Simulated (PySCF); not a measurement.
# CH8Ge3O2: core ionisation energies

CH8Ge3O2.
Atom-mapped SMILES: `[O:1]=[C:2]([OH:3])[GeH:4]([GeH3:5])[GeH3:6]`

Method: delta-SCF UKS SCAN, pcX-2 on the ionised atom, pcseg-1 elsewhere, spin-free X2C in PySCF 2.14.0. Each binding energy is the total energy of the core-ionised species, with the hole localised on one atom, minus that of the ground state; both are solved self-consistently, so orbital relaxation is included.

**Question.** List the computed XPS lines with their assignment.

**Answer.** 
```tsv
atom(s)	environment	level	binding energy (eV)	above the level's lowest (eV)	count
O1	acid carbonyl oxygen	O 1s	537.69	0.00	1
C2	carbonyl carbon	C 1s	294.07	0.00	1
O3	acid hydroxyl oxygen	O 1s	539.87	+2.18	1
```

Lowest listed O 1s: O1, bonded to C (double bond). Highest, 2.18 eV above it: O3, bonded to C and H. Summing the Pauling electronegativity differences to the bonded atoms, each weighted by its formal bond order, gives -1.78 for the lowest site and -2.13 for the highest; the largest sum, -1.78, belongs to O1, 2.18 eV below the top. The smallest sum, -2.13, belongs to O3, 2.18 eV above the lowest.

**Question.** Express the binding energy of O 1s of O3 in atomic units and per mole.

**Answer.** 539.87 eV = 19.8399 Eh = 52090 kJ/mol.

No level of germanium is listed. Geometry: PBE0-D3(BJ)/def2-SVP, one conformer, isolated molecule.

Time: 19 s of wall time; peak memory 0.66 GiB. Hardware: one thread of an AMD EPYC 9R45, shared host with 96 logical CPUs at a one-minute load of 20.

Conformer computed: `[O:1]=[C:2]([OH:3])[GeH:4]([GeH3:5])[GeH3:6]`: O1–C2–Ge4–Ge5 -131°, H–O3–C2–O1 0°.
